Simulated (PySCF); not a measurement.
**Interval between two levels of Ne²⁺ by level of theory**

Ne²⁺ [He] 2s2 2p4 [3P2, M_J = 2] → Ne²⁺ [He] 2s1 2p5 [3P2, M_J = 2], as a difference of total energies. Calculation: PySCF 2.14, in x2c-TZVPall-2c (5s3p2d1f, 31 functions); the two-component X2C-1e Hamiltonian. Correlated levels: 1s2 frozen. "Screened" scales the spin-orbit matrix elements by Boettger's factors to mimic the two-electron term; Breit and QED terms are absent.

| method | interval between two levels (cm⁻¹) |
| --- | --- |
| GHF (spin-free) | 214490 |
| GMP2 (spin-free) | 207150 |
| GHF (screened spin-orbit) | 214510 |
| GMP2 (screened spin-orbit) | 207160 |

The labels give the starting determinants; with spin-orbit coupling the two ends relaxed to ⟨J²⟩ = 6.00, ⟨L²⟩ = 2.00, ⟨S²⟩ = 2.00 and ⟨J²⟩ = 6.00, ⟨L²⟩ = 2.00, ⟨S²⟩ = 2.00.
